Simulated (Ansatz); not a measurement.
A geometry relaxed with PBE0-D4/def2-SVP run with Ansatz (a quantum-chemistry and plane-wave program), charge 0, multiplicity 1:

```xyz
15

H     -2.7427     1.6784     1.3227
Sn    -0.1504    -0.8693    -0.0382
O     -1.3250    -1.6733    -1.3920
O     -1.2337     0.3293     1.0842
H      2.2089     1.4334     0.1342
H      2.9060    -0.2094     0.2532
H      0.1636    -2.1705     2.0461
O      1.2882    -0.0113    -1.0697
H      3.1655     0.7690    -1.2144
H     -1.5986     2.0965     0.0221
C     -2.1234     1.2561     0.5142
O      0.6672    -2.1343     1.2229
H     -2.8042     0.7991    -0.2270
H     -0.8500    -1.8049    -2.2224
C      2.4288     0.5112    -0.4359
```

Write the SMILES of this molecule.

`C[O][Sn]([OH])([OH])[O]C`
